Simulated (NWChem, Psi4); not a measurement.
From Psi4 to NWChem

This Psi4 1.11 job computes GeO (SMILES [O]=[Ge]):

run.py:
```python
import psi4

psi4.set_memory(2200000000)
psi4.set_num_threads(1)
psi4.set_output_file('run.log', False)

geom = psi4.geometry("""
0 1
O
Ge 1 1.62257
symmetry c1
""")

psi4.set_options({
    'basis': 'cc-pVTZ',
    'puream': True,
    'e_convergence': 1e-09,
    'd_convergence': 1e-08,
    'scf_type': 'pk',
    'dft_radial_points': 99,
    'dft_spherical_points': 590,
})

E = psi4.gradient("pbe", molecule=geom)
print('gradient / Eh bohr^-1')
print(E.np.round(6))
```

```bash
$ python run.py
```

The shape is that of a PBE0-D4/def2-TZVP optimisation.

It gives a total energy of -2151.914716 Eh.

Q: Write the same calculation for NWChem 7.3.0 as an input file of the program's own.

A: This input was run:

geo.nw:
```
start geo
memory 2200 mb

geometry units angstrom noautosym nocenter noautoz
   O      0.000000     0.000000    -0.023040
   Ge     0.000000     0.000000     1.599530
end

basis spherical bse
   O library cc-pVTZ
   Ge library cc-pVTZ
end

dft
   xc xpbe96 cpbe96
   grid xfine
   convergence energy 1e-08
   maxiter 100
   mulliken
end

task dft gradient
```

```bash
$ nwchem geo.nw > geo.out
```

Its energy is -2151.914715 Eh, the same as the first but for the last digit, at most.
